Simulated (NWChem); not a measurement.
# AlH4O4 anion; SMILES [Al-]([OH])([OH])([OH])[OH]

```xyz
9

Al     0.0000     0.0000     0.0000
O      1.5293     0.0000    -0.9342
H      1.8725     0.8784    -1.1172
O      0.0000    -1.5293     0.9342
H      0.8784    -1.8725     1.1172
O      0.0000     1.5293     0.9342
H     -0.8784     1.8725     1.1172
O     -1.5293     0.0000    -0.9342
H     -1.8725    -0.8784    -1.1172
```
Atoms are numbered in this order, from 1.

Computed with NWChem. Pople sets run with spherical d functions. Sets without diffuse functions describe the anion's extra electron poorly. Structure relaxed at the B3LYP/def2-SVPD level. Not confirmed as a minimum by frequencies. The highest occupied level is positive in some or all of these runs, so the extra electron may be held by the finite basis. Total energies compare along this basis series because the functional is fixed.

```csv
level,basis functions,energy (Ha),highest occupied level (eV),orbital gap (eV)
PBE/STO-3G,33,-538.0831,6.10,7.30
PBE/3-21G,57,-542.4665,0.42,5.39
PBE/6-31G*,82,-545.4726,-0.34,5.48
PBE/6-31+G*,102,-545.5286,-1.30,4.38
PBE/6-311G**,122,-545.6332,-0.75,5.39
PBE/6-311++G**,146,-545.6699,-1.40,4.24
```
